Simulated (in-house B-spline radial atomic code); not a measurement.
Configurations of Dy, with energies counted from [Xe] 4f10 6s2. All numbers are computed (Dirac-Hartree-Fock, average of configuration; Fermi nucleus of rms radius 5.2218 fm) with an all-electron radial atomic-structure program (B-spline basis), not measured. Energies include first-order Breit, QED and recoil terms.

Occupations are held fixed; configurations that lie above the ionisation limit could autoionise.

```
                  configuration  E - E(ref) (eV)  highest orbital  its <r> (bohr)
              [Xe] 4f10 6s1 6p1           1.7229            6p3/2            6.11
               [Xe] 4f9 6s2 7s1           3.6394            7s1/2           10.22
               [Xe] 4f9 6s2 8p1           4.9027            8p3/2           24.58
 [Kr] 4d10 4f10 5s2 5p5 5g1 6s2           29.042            5g9/2            27.5
[Kr] 4d10 4f10 5s2 5p5 6s2 10s1           29.154           10s1/2           47.45
 [Kr] 4d10 4f10 5s2 5p5 6s2 9d1           29.236            9d5/2           55.56
 [Kr] 4d10 4f10 5s2 5p5 6s2 7g1           29.308            7g9/2           63.49
  [Kr] 4d9 4f10 5s2 5p6 5g1 6s2           165.46            5g9/2            27.5
  [Kr] 4d9 4f10 5s2 5p6 6s2 6g1           165.62            6g9/2           43.99
```

Task: Order these further configurations by energy, lowest first.
A. [Kr] 4d9 4f10 5s2 5p6 6s2 7p1
B. [Xe] 4f9 6s2 8d1
C. [Kr] 4d10 4f10 5s2 5p5 6s2 7d1
D. [Kr] 4d10 4f10 5s2 5p5 6s2 6d1
E. [Kr] 4d9 4f10 5s2 5p6 6s2 7s1

Result: B (5.217 eV), D (28.257 eV), C (28.823 eV), E (163.92 eV), A (164.54 eV).

Task: How far above the reference does [Kr] 4d9 4f10 5s2 5p6 6s2 6p1 lie?

Result: 162.01 eV; its least bound orbital is 6p3/2 with <r> = 5.212 bohr.

Task: How far above the reference does [Kr] 4d9 4f10 5s2 5p6 6s2 10s1 lie?

Result: 165.57 eV; its least bound orbital is 10s1/2 with <r> = 47.28 bohr.

Task: How far above the reference does [Xe] 4f9 6s2 10p1 lie?

Result: 5.3534 eV; its least bound orbital is 10p3/2 with <r> = 55.4 bohr.
